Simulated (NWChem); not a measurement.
System: BH3Se; SMILES B[SeH]

Input file for NWChem:

```
start job
memory heap 200 mb stack 900 mb global 1100 mb
geometry units angstroms noautoz
  B      0.002153     1.541632     0.000000
  H     -1.074721     2.098241     0.000000
  H      1.056632     2.135306     0.000000
  Se    -0.067942    -0.365048     0.000000
  H      1.397733    -0.618605     0.000000
end
basis spherical
  B library 6-311g**
  H library 6-311g**
  Se library 6-311g**
end
dft
  xc pbe0
  iterations 150
  mulliken
end
task dft energy
```

The geometry was optimised at PBE-D3(BJ)/def2-SVP.

Predict the main results of this run. (PBE0/6-311G** (spherical d).) Quantities: basis functions; energy (Ha); highest occupied level (eV); orbital gap (eV); dipole (D).


- number of basis functions: 80
- energy (Ha): -2427.85
- highest occupied level (eV): -7.89
- orbital gap (eV): 6.45
- dipole (D): 0.75
